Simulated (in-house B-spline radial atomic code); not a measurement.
Configurations of Ga III (Ga2+), with energies counted from [Ar] 3d10 4s1. Method: Dirac-Hartree-Fock, average of configuration, Fermi nucleus of rms radius 3.9973 fm. Calculated with a B-spline radial code for spherical atoms. Energies include first-order Breit, QED and recoil terms.

Occupations are held fixed; configurations that lie above the ionisation limit could autoionise.

| configuration | E - E(ref) (eV) | highest orbital | its <r> (bohr) |
| --- | --- | --- | --- |
| [Ar] 3d10 (4d3/2)1 | 16.968 | 4d3/2 | 3.927 |
| [Ar] 3d10 6s1 | 22.255 | 6s1/2 | 8.37 |
| [Ar] 3d10 (7d3/2)1 | 26.364 | 7d3/2 | 17.92 |
| [Ar] (3d3/2)3 (3d5/2)6 4s1 (7f7/2)1 | 44.819 | 7f7/2 | 22.26 |
| [Ar] (3d3/2)4 (3d5/2)5 4s1 (8g7/2)1 | 44.993 | 8g7/2 | 28.65 |
| [Ne] 3s2 (3p1/2)2 (3p3/2)3 3d10 4s1 (6d5/2)1 | 131.66 | 6d5/2 | 11.97 |
| [Ne] 3s2 (3p1/2)1 (3p3/2)4 3d10 4s1 (7p3/2)1 | 135.77 | 7p3/2 | 14.17 |

Problem. Order these further configurations by energy, lowest first.
A. [Ne] 3s2 (3p1/2)1 (3p3/2)4 3d10 4s1 (5f5/2)1
B. [Ar] 3d10 (5f7/2)1
C. [Ar] 3d10 8s1
D. [Ar] (3d3/2)3 (3d5/2)6 4s1 (5g9/2)1
E. [Ar] 3d10 (8d5/2)1

Solution. B (24.694 eV), C (26.305 eV), E (27.212 eV), D (42.44 eV), A (135.07 eV).

Problem. How far above the reference does [Ar] 3d10 7s1 lie?

Solution. 24.874 eV; its least bound orbital is 7s1/2 with <r> = 12.96 bohr.

Problem. How far above the reference does [Ne] 3s2 (3p1/2)1 (3p3/2)4 3d10 4s1 (4f7/2)1 lie?

Solution. 132.3 eV; its least bound orbital is 4f7/2 with <r> = 5.89 bohr.
